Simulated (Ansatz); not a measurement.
Reaction (SMILES): C[C@H](Cl)CCCl + 5 [H][H] (H2) → 4 C (CH4) + 2 Cl (HCl)
Structures are relaxed separately at B3LYP-D3(BJ)/def2-TZVP in Ansatz (an electronic-structure program), one conformer each, not searched for the lowest.
Geometry of the first species:
```xyz
14

C     -2.3265     0.7480     0.5144
C     -0.9958     0.2045     0.0361
C      0.1046     0.3336     1.0767
C      1.4816    -0.1025     0.6208
Cl     2.1038     0.9384    -0.7235
Cl    -1.1968    -1.5530    -0.4249
H     -2.2255     1.8138     0.7343
H     -3.0951     0.6250    -0.2470
H     -2.6534     0.2373     1.4212
H     -0.6912     0.6879    -0.8893
H     -0.1643    -0.2606     1.9556
H      0.1448     1.3798     1.3929
H      1.4753    -1.1200     0.2408
H      2.2061    -0.0175     1.4261
```
Charge 0, spin multiplicity 1.

Property: energy of full hydrogenation (electronic energy difference), in kcal/mol. Correlated levels leave the core frozen unless marked. Spin-orbit coupling is left out. Non-relativistic unless marked X2C. CBS(X,Y): correlation extrapolated as X^-3; Hartree-Fock from the larger set.

```json
[
 {"level": "HF/aug-cc-pV(D+d)Z", "program": "Ansatz", "energy of full hydrogenation (kcal/mol)": "-105.7"}
]
```

Problem. Predict the CCSD(T)/CBS(cc-pV(T+d)Z,cc-pV(Q+d)Z) result (Ansatz).

Solution. -83.7 kcal/mol, so HF/aug-cc-pV(D+d)Z differs from it by -22.0 kcal/mol.
